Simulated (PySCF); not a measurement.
## `CCC(C)(C)n1ncc(F)n1`: 4 charge schemes on one density

Species: C7H12FN3.
Geometry (GFN2-xTB, Å), atoms numbered from 1 in this order:
```xyz
23
C7H12FN3 angstrom
C     -1.3894   -1.3440    1.3021
C     -1.4900   -0.5633   -0.0034
C     -0.4499    0.5633   -0.1410
C     -0.6420    1.2800   -1.4804
C     -0.5036    1.5570    1.0126
N      0.8651   -0.0480   -0.1603
N      1.7944    0.1997    0.7194
C      2.8298   -0.5490    0.3628
C      2.4381   -1.2462   -0.7803
F      3.1391   -2.1160   -1.4946
N      1.1956   -0.9119   -1.0891
H     -0.3783   -1.7145    1.4550
H     -2.0606   -2.1988    1.2707
H     -1.6659   -0.7286    2.1540
H     -1.3443   -1.2480   -0.8409
H     -2.4855   -0.1261   -0.0920
H     -0.5458    0.5707   -2.2980
H     -1.6270    1.7366   -1.5208
H      0.1083    2.0579   -1.6039
H     -0.2273    1.0783    1.9463
H     -1.5084    1.9616    1.0962
H      0.1923    2.3728    0.8371
H      3.7507   -0.5567    0.9043
```

Density: PBE0/pcSseg-1 (PySCF); schemes: Mulliken, IAO, Hirshfeld and ESP-fitted. Geometry: GFN2-xTB, one conformer, isolated molecule.

**Question.** What partial charge does each atom carry?

**Answer.** In e:

| atom | environment | Mulliken | IAO | Hirshfeld | ESP-fitted |
| --- | --- | --- | --- | --- | --- |
| C1 | methyl carbon | -0.255 | -0.421 | -0.121 | -0.459 |
| C2 | chain CH2 carbon | -0.153 | -0.257 | -0.072 | +0.205 |
| C3 | sp3 carbon bound to nitrogen | -0.332 | +0.142 | +0.075 | +0.067 |
| C4 | methyl carbon | -0.116 | -0.422 | -0.124 | -0.543 |
| C5 | methyl carbon | -0.132 | -0.422 | -0.124 | -0.538 |
| N6 | pyrrole-type nitrogen | -0.207 | +0.155 | +0.113 | +0.723 |
| N7 | pyridine-type nitrogen | -0.205 | -0.224 | -0.102 | -0.420 |
| C8 | aromatic CH next to a ring nitrogen | +0.017 | -0.155 | -0.053 | -0.247 |
| C9 | aromatic C–F carbon | +0.401 | +0.336 | +0.100 | +0.402 |
| F10 | aryl fluorine | -0.248 | -0.245 | -0.074 | -0.164 |
| N11 | pyridine-type nitrogen | -0.225 | -0.275 | -0.130 | -0.508 |
| H12 | methyl hydrogen | +0.123 | +0.141 | +0.031 | +0.115 |
| H13 | methyl hydrogen | +0.120 | +0.147 | +0.045 | +0.116 |
| H14 | methyl hydrogen | +0.112 | +0.137 | +0.039 | +0.117 |
| H15 | methylene hydrogen | +0.135 | +0.148 | +0.035 | -0.018 |
| H16 | methylene hydrogen | +0.117 | +0.135 | +0.042 | +0.013 |
| H17 | methyl hydrogen | +0.133 | +0.157 | +0.039 | +0.127 |
| H18 | methyl hydrogen | +0.112 | +0.144 | +0.046 | +0.165 |
| H19 | methyl hydrogen | +0.116 | +0.144 | +0.041 | +0.164 |
| H20 | methyl hydrogen | +0.136 | +0.157 | +0.038 | +0.132 |
| H21 | methyl hydrogen | +0.121 | +0.143 | +0.047 | +0.181 |
| H22 | methyl hydrogen | +0.122 | +0.153 | +0.041 | +0.149 |
| H23 | aromatic hydrogen | +0.108 | +0.181 | +0.067 | +0.220 |

Mean size of the charges over all atoms: ESP-fitted 0.252 e, IAO 0.210 e, Mulliken 0.163 e, Hirshfeld 0.069 e. Each set sums to the total charge, 0, to within 0.001 e. The IAO scheme counts the electrons in orthogonalised intrinsic atomic orbitals, a minimal basis polarised so that it spans the occupied orbitals exactly. The Hirshfeld scheme divides the density at each point in proportion to the densities of the neutral, spherically averaged free atoms.

Lowest charge. The schemes don't all agree: Mulliken C3 (-0.332); IAO C4 and C5 (-0.422); Hirshfeld N11 (-0.130); ESP-fitted C4 (-0.543).

Highest charge. The schemes don't all agree: Mulliken C9 (+0.401); IAO C9 (+0.336); Hirshfeld N6 (+0.113); ESP-fitted N6 (+0.723).

**Question.** How many electrons does the IAO scheme count on C3?

**Answer.** Z − q = 6 − (+0.142) = 5.858.

**Question.** Sum the charges by element, for elements with more than one atom.

**Answer.** 
| element | atoms | Mulliken | IAO | Hirshfeld | ESP-fitted |
| --- | --- | --- | --- | --- | --- |
| C | 7 | -0.570 | -1.199 | -0.318 | -1.113 |
| N | 3 | -0.637 | -0.344 | -0.119 | -0.205 |
| H | 12 | +1.455 | +1.787 | +0.511 | +1.481 |
